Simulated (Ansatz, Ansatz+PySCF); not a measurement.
| atom | x (Å) | y (Å) | z (Å) |
| --- | --- | --- | --- |
| N | 0.0000 | 0.0000 | -0.1204 |
| H | 0.0000 | 0.0000 | 0.8427 |

Basis set: def2-SVP (spherical functions). Correlated methods keep 1 orbital frozen. Charge 0, multiplicity 3.

Computed with Ansatz (development build ahead of 0.2.0); each method stands on the lowest determinant of its kind that the runs found.

The atomization energy at this shape (free ground-state atoms in the same class of orbitals less the molecule, no zero-point energy) of triplet NH:

| method | atomization energy |
| --- | --- |
| UHF-CCSD(T) | 3.03 eV |
| UHF | 2.04 eV |
| ROHF | 1.95 eV |

(1) What does UHF-MP2 give?

Answers

(1) 2.92 eV. Caution: the shape is not the minimum.
